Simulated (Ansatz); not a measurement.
`O[SiH2][Al]([OH])[OH]` and `[CH3][Al]([OH])[OH]` differ in one atom or group.

Ansatz, PBE0-D4/def2-TZVP geometries, multiplicity 1. Each molecule was computed in one conformer, which needn't be the lowest.

```json
{"property": "LUMO energy (PBE0/def2-TZVPP) / eV", "`O[SiH2][Al]([OH])[OH]`": "-0.69"}
{"property": "LUMO energy (B3LYP/def2-TZVPP) / eV", "`O[SiH2][Al]([OH])[OH]`": "-0.86"}
{"property": "size of the dipole moment (ωB97M-V/def2-TZVPP) / D", "`O[SiH2][Al]([OH])[OH]`": "3.84"}
{"property": "HOMO energy (B3LYP/def2-TZVPP) / eV", "`O[SiH2][Al]([OH])[OH]`": "-7.47"}
{"property": "HOMO–LUMO gap (PBE0/def2-TZVPP) / eV", "`O[SiH2][Al]([OH])[OH]`": "6.97"}
{"property": "HOMO–LUMO gap (PBE/def2-TZVPP) / eV", "`O[SiH2][Al]([OH])[OH]`": "5.07"}
```

Task: What does the change do to each property? (An estimate is asked.)

Result: Computed: 
```
                                          property  `[CH3][Al]([OH])[OH]`  shift
                LUMO energy (PBE0/def2-TZVPP) / eV                  -0.11   0.58
               LUMO energy (B3LYP/def2-TZVPP) / eV                  -0.45   0.41
size of the dipole moment (ωB97M-V/def2-TZVPP) / D                   1.68  -2.16
               HOMO energy (B3LYP/def2-TZVPP) / eV                  -8.36  -0.89
              HOMO–LUMO gap (PBE0/def2-TZVPP) / eV                   8.49   1.52
               HOMO–LUMO gap (PBE/def2-TZVPP) / eV                   6.23   1.16
```

With PBE0 the HOMO falls by 0.94 eV and the LUMO rises by 0.58 eV, so the gap widens by about 1.52 eV. PBE moves the HOMO by -0.66 eV and ωB97M-V by -1.19 eV. Dipoles are sizes alone; their direction can turn.

B3LYP here is the variant with VWN-RPA as its local correlation; programs differ in this.
